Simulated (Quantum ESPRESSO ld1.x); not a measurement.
The run below uses ld1.x (Quantum ESPRESSO 7.5).

```
 &input
    atom='Tm',
    iswitch=1,
    rel=1,
    dft='PBE',
    config='[Xe] 4f11.5 5d0.5',
    verbosity='high',
    prefix='ld1',
    max_out_wfc=37,
    file_charge='ld1.rho',
 /
```

It prints (banner and zero overlaps left out):

```
     Program LD1 v.7.5 starts

     --------------------------- All-electron run ----------------------------

     scalar relativistic calculation

     atomic number is 69.00
     dft =PBE   lsd =0 sic =0 latt =0  beta=0.20 tr2=1.0E-14
     Exchange-correlation= PBE
                           (   1   4   3   4   0   0   0)
     mesh =2105 r(mesh) =  99.27497 a.u. xmin = -8.00 dx = 0.00800
     1 Ry =  13.60569312 eV, c = 137.03599908

     n l     nl                  e(Ry)          e(Ha)          e(eV)
     1 0     1S 1( 2.00)   -4360.592587856   -2180.296293928 -59328.8845848
     2 0     2S 1( 2.00)    -738.005876082    -369.002938041 -10041.0814729
     2 1     2P 1( 6.00)    -651.865168344    -325.932584172  -8869.0774381
     3 0     3S 1( 2.00)    -168.089385890     -84.044692945  -2286.9726017
     3 1     3P 1( 6.00)    -142.010860213     -71.005430106  -1932.1561842
     4 0     4S 1( 2.00)     -35.365864586     -17.682932293   -481.1771006
     4 1     4P 1( 6.00)     -26.783513366     -13.391756683   -364.4082636
     3 2     3D 1(10.00)    -109.834049870     -54.917024935  -1494.3683770
     5 0     5S 1( 2.00)      -6.323373075      -3.161686538    -86.0338736
     5 1     5P 1( 6.00)      -4.262310198      -2.131155099    -57.9916846
     4 2     4D 1(10.00)     -15.388728891      -7.694364446   -209.3743228
     4 3     4F 1(11.50)      -2.897168669      -1.448584334    -39.4179878
     5 2     5D 1( 0.50)      -1.912135212      -0.956067606    -26.0159249

     final scf error:  2.6E-15 reached in  24 iterations

     Etot =  -27131.193083 Ry,  -13565.596542 Ha, -369138.687149 eV

     Ekin =   29494.825846 Ry,   14747.412923 Ha,  401297.549174 eV
     Encl =  -66511.444254 Ry,  -33255.722127 Ha, -904934.299682 eV
     Eh   =   10453.146913 Ry,    5226.573456 Ha,  142222.309067 eV
     Exc  =    -567.721588 Ry,    -283.860794 Ha,   -7724.245708 eV
```

Run on one thread of a shared host, so times are rough (Intel(R) Xeon(R) Processor @ 2.60GHz): 0.6 s of CPU time, 0.74 s wall, 24 iterations on 2105 mesh points.
